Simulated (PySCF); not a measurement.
Excited states of B+ (boron, charge +1)

Ground state [He] 2s2, ¹S. All numbers are calculated (PySCF 2.14, the spin-free X2C one-electron Hamiltonian (Gaussian nucleus), in x2c-TZVPall with one added diffuse shell each of s, p, d type (6s4p3d1f, 40 functions)). Vertical excitation energies in eV without spin-orbit coupling; excited terms of each kind are numbered among those the solver found. Frozen: nothing.

```tsv
term	leading excitation	EOM-EE-CCSD	measured centre of gravity (NIST)
1 3P°	2s → p	4.613	4.631 (2s2p)
1 1P°	2s → p	9.174	9.100 (2s2p)
1 3S	2s → s	16.020	16.090 (2s3s)
2 3P°	2s → p	17.796	n/a
2 1P°	2s → p	17.822	n/a
1 3D	2s → d	18.740	n/a
1 1D	2s → d	19.356	n/a
```

Only the lower part of the computed list is shown. Doubly excited terms such as np² are absent. The solver can miss terms. Rydberg members are limited by the diffuse functions of the basis.
